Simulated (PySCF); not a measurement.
**PySCF run on O3Ta⁻**

The script input.py:

```python
from pyscf import gto, scf

mol = gto.M(
    atom='Ta 0 0 -0.1314; O 1.7057 0 0.4908; O -0.8529 1.4772 0.4908; O -0.8529 -1.4772 0.4908',
    basis='sbkjc',
    ecp={'Ta': 'sbkjc', 'O': 'sbkjc'},
    charge=-1,
    spin=0,
    verbose=4,
)
mf = scf.RHF(mol)
mf.kernel()
mf.dip_moment()
print('orbital energies (hartree):', mf.mo_energy[..., max(0, mol.nelec[1]-3):mol.nelec[0]+3].round(4))
```

```bash
$ OMP_NUM_THREADS=1 python input.py
```

It prints (some set-up lines and the per-cycle HOMO/LUMO lines with their warnings removed):

```
PySCF version 2.14.0

[INPUT] Symbol           X                Y                Z      unit          X                Y                Z       unit  Magmom
[INPUT]  1 Ta     0.000000000000   0.000000000000  -0.131400000000 AA    0.000000000000   0.000000000000  -0.248310012768 Bohr   0.0
[INPUT]  2 O      1.705700000000   0.000000000000   0.490800000000 AA    3.223305850671   0.000000000000   0.927477581937 Bohr   0.0
[INPUT]  3 O     -0.852900000000   1.477200000000   0.490800000000 AA   -1.611747411642   2.791503431208   0.927477581937 Bohr   0.0
[INPUT]  4 O     -0.852900000000  -1.477200000000   0.490800000000 AA   -1.611747411642  -2.791503431208   0.927477581937 Bohr   0.0

nuclear repulsion = 87.5438397551965
number of shells = 23
number of NR pGTOs = 101
number of NR cGTOs = 55
basis = sbkjc
ecp = {'Ta': 'sbkjc', 'O': 'sbkjc'}

******** <class 'pyscf.scf.hf.RHF'> ********
method = RHF
initial guess = minao
damping factor = 0
level_shift factor = 0
DIIS = <class 'pyscf.scf.diis.CDIIS'>
SCF conv_tol = 1e-09
SCF max_cycles = 50
Initial guess from minao.
init E= -101.664402935104
cycle= 1 E= -103.944008930131  delta_E= -2.28  |g|= 0.983  |ddm|=  4.6
cycle= 2 E= -104.172640265669  delta_E= -0.229  |g|= 0.593  |ddm|=  2.2
cycle= 3 E= -104.252096022851  delta_E= -0.0795  |g|= 0.287  |ddm|= 0.809
cycle= 4 E= -104.270855422408  delta_E= -0.0188  |g|= 0.0319  |ddm|= 0.224
cycle= 5 E= -104.272089464208  delta_E= -0.00123  |g|= 0.0137  |ddm|= 0.101
cycle= 6 E= -104.27244982841  delta_E= -0.00036  |g|= 0.00615  |ddm|= 0.0613
cycle= 7 E= -104.272495756619  delta_E= -4.59e-05  |g|= 0.00146  |ddm|= 0.0258
cycle= 8 E= -104.272498583296  delta_E= -2.83e-06  |g|= 0.000516  |ddm|= 0.00549
cycle= 9 E= -104.272499125151  delta_E= -5.42e-07  |g|= 0.00019  |ddm|= 0.00218
cycle= 10 E= -104.272499174303  delta_E= -4.92e-08  |g|= 0.00013  |ddm|= 0.000671
cycle= 11 E= -104.272499181433  delta_E= -7.13e-09  |g|= 4.55e-05  |ddm|= 0.000187
cycle= 12 E= -104.272499183217  delta_E= -1.78e-09  |g|= 1.37e-05  |ddm|= 0.000117
cycle= 13 E= -104.272499183455  delta_E= -2.38e-10  |g|= 5.29e-06  |ddm|= 4.71e-05
Extra cycle  E= -104.272499183475  delta_E= -2.06e-11  |g|= 3.96e-06  |ddm|= 9.48e-06
converged SCF energy = -104.272499183475

WARN: System has nonzero charge -1; the dipole moment is origin-dependent.
Location of origin: [0. 0. 0.]

Dipole moment(X, Y, Z, Debye):  0.00058, -0.00000, -8.48097
orbital energies (hartree): [-0.2299 -0.2299 -0.2214  0.103   0.2173  0.2174]
```

In short: E(SCF) = -104.272499 Eh, 13 cycles.

Hardware: Arm Neoverse N1, 1 thread, shared host. Wall time 1.5 s.

The basis has no diffuse functions, which an anion needs. The dipole of an ion depends on the origin.
